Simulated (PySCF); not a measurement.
Vertical excitations of a molecule CH3NO2Si from TDA-ωB97X/def2-SVPD in PySCF, as energy in eV (oscillator strength): 7.50 (0.009), 7.77 (0.004), 7.87 (0.009), 8.18 (0.006), 8.31 (0.001), 8.54 (0.007), 8.78 (0.077), 8.88 (0.006), 9.25 (0.002), 9.39 (0.032). Lowest triplet (TDA): 6.59 eV. Geometry optimised at r2SCAN-D4/def2-SVP. One conformer was computed; it need not be the lowest.

**Question.** Identify the compound among the candidates.
A. O=C=N[SiH2]O
B. O[Si@H]1N=CO1
C. N#CO[SiH2]O

**Answer.** C, N#CO[SiH2]O
